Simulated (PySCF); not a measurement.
Bonds (- single, = double, # triple, : aromatic): O1-B2 1.362 Å, B2-O3 1.363 Å, B2-O4 1.366 Å, O4-Si5 1.674 Å. O1 carries H6; O3 carries H7; Si5 carries H8, H9, H10.

Geometry: PBE0-D3(BJ)/def2-SVP; GIAO absolute shieldings from PySCF, gas phase, non-relativistic, averaged over equivalent atoms.

At PBE0/cc-pVDZ (99 basis functions, 4.9 s wall time on 1 thread of an Arm Neoverse V2, shared host):
```
    atoms  σ (ppm)
    O1/O3    264.1
       O4    287.4
       B2     98.4
      Si5    448.5
H8/H9/H10    26.40
    H6/H7    28.82
```

Predict the values at mPW1PW91/pcSseg-2 on the same geometry.

Results:


```csv
atoms,σ at mPW1PW91/pcSseg-2,change
O1/O3,246.0,-18.1
O4,264.6,-22.8
B2,81.6,-16.8
Si5,378.1,-70.4
H8/H9/H10,26.33,-0.07
H6/H7,28.35,-0.47
```

The largest change is at Si5 (silicon bonded to O, 3 H). Cost: 257 basis functions, 17 s wall time on 1 thread of an Arm Neoverse V2, shared host.
